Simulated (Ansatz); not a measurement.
Method: Ansatz (a first-principles code) with frozen-core CCSD(T)/cc-pVTZ // B3LYP-D3(BJ)/def2-TZVP.

Ansatz 0.2 input:
```yaml
crystal:
  periodic: [false, false, false]
  atoms:
    - { symbol: O, position_ang: [0.773774, -0.585887, -0.427987] }
    - { symbol: C, position_ang: [0.024781, 0.337162, 0.275329] }
    - { symbol: O, position_ang: [-1.304706, 0.198434, 0.039927] }
    - { symbol: H, position_ang: [1.673412, -0.583989, -0.082496] }
    - { symbol: H, position_ang: [0.338799, 1.379297, 0.216318] }
    - { symbol: H, position_ang: [-1.506061, -0.74502, -0.021091] }
basis:
  gaussian: { orbitals: cc-pVTZ }
correlation:
  method: ccsd_t
magnetization:
  spin_polarized: true
  initial_magnetization: 1
```

Output:

```
Functional definition: HF
786 factors; integrals over basis functions are off by at most 1.2e-3 eV
mean field evaluation 1: about -5150.1061 eV, gradient 2.5e1 eV
mean field evaluation 2: about -5150.1107 eV, gradient 2.5e1 eV
mean field evaluation 4: about -5152.6723 eV, gradient 2.8e0 eV
mean field evaluation 8: about -5152.7583 eV, gradient 2.1e-1 eV
mean field evaluation 16: about -5152.7392 eV, gradient 8.5e-1 eV
mean field -5152.75909843 eV, -189.3604042016 hartree, gradient 3.4e-6 eV, S^2 0.758000; 0 other end points of the search recorded, 0 dependent functions left out
3 core orbitals not correlated
reference -5152.75909843 eV, -189.3604042016 hartree; 10, 9 occupied and 119, 120 virtual orbitals, 786 factors
second order -17.02507261 eV of doubles, -0.00000000 eV of singles
cycle   1  -16.96967129 eV  change    5.5e-2 eV  update   8.2e-2
cycle   2  -17.35554107 eV  change   -3.9e-1 eV  update   2.4e-2
cycle   3  -17.44755945 eV  change   -9.2e-2 eV  update   1.5e-2
cycle   4  -17.43676638 eV  change    1.1e-2 eV  update   5.4e-3
cycle   5  -17.43696286 eV  change   -2.0e-4 eV  update   2.8e-3
cycle   6  -17.43780710 eV  change   -8.4e-4 eV  update   8.3e-4
cycle   7  -17.43759910 eV  change    2.1e-4 eV  update   3.4e-4
cycle   8  -17.43761219 eV  change   -1.3e-5 eV  update   1.5e-4
cycle   9  -17.43763521 eV  change   -2.3e-5 eV  update   7.0e-5
cycle  10  -17.43759934 eV  change    3.6e-5 eV  update   3.0e-5
cycle  11  -17.43762559 eV  change   -2.6e-5 eV  update   1.4e-5
cycle  12  -17.43762552 eV  change    7.5e-8 eV  update   6.7e-6
perturbative correction -0.63334010 eV, -0.0232748195 hartree
Total energy: -5170.83006404 eV, -190.0244999391 hartree
```

Cost: very roughly 70 core-seconds.
